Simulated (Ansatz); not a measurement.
Species: BO, net charge 0, doublet state. SMILES: O=[B]
Geometry: optimised at B3LYP-D3(BJ)/def2-TZVP (Ansatz, a quantum-chemistry and plane-wave program).

Property: vertical electron affinity (to the singlet state of charge -1; a negative value means that the extra electron is unbound and the number depends on the basis; each state is the SCF solution reached for its spin), in eV. Correlated levels leave the core frozen unless marked. Open shells are spin-unrestricted. No spin-orbit coupling. Non-relativistic. Anions need diffuse functions: aug- sets have them; def2-D sets add few. Basis-set limits of correlation are two-point, X^-3; Hartree-Fock from the larger set.

CCSD(T)/CBS(aug-cc-pVTZ,aug-cc-pVQZ) (Ansatz) gives 2.46 eV.

### Question
Another calculation gave 2.56 eV. Which level was it?
A. wB97X/def2-TZVPD (Ansatz)
B. BHLYP/def2-TZVPD (Ansatz)
C. r2SCAN/def2-TZVPD (Ansatz)

### Answer
A, wB97X/def2-TZVPD (Ansatz). The others give 2.24 (r2SCAN), 2.41 (BHLYP) eV.
